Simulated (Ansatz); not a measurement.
Consider the formal exchange of groups at a C–N bond: `CN([SiH3])[SiH3]` + `C1CS[SiH2]1` → `CC1C[SiH2]S1` + `[SiH3]N[SiH3]`.

Calculated with Ansatz (gas phase, PBE0-D4/def2-TZVP geometries, no zero-point term in ΔE). CBS: MP2 limit from def2 TZ/QZ plus the TZ coupled-cluster correction, frozen cores. This one scheme is used for every species. DFT in def2-TZVPP. B3LYP here is the variant with VWN-RPA as its local correlation; programs differ in this.

| species | B3LYP-D4 energy (Eh) |
| --- | --- |
| `CN([SiH3])[SiH3]` | -677.40737 |
| `C1CS[SiH2]1` | -767.62269 |
| `CC1C[SiH2]S1` | -806.96087 |
| `[SiH3]N[SiH3]` | -638.08801 |

(1) Work out ΔE.

Largest T1 diagnostic among the species: 0.011.

Results:

(1) ΔE = (-806.96087) + (-638.08801) − (-677.40737) − (-767.62269) = -0.01882 Eh = -49.4 kJ/mol. CCSD(T)/CBS gives -55.1 kJ/mol.
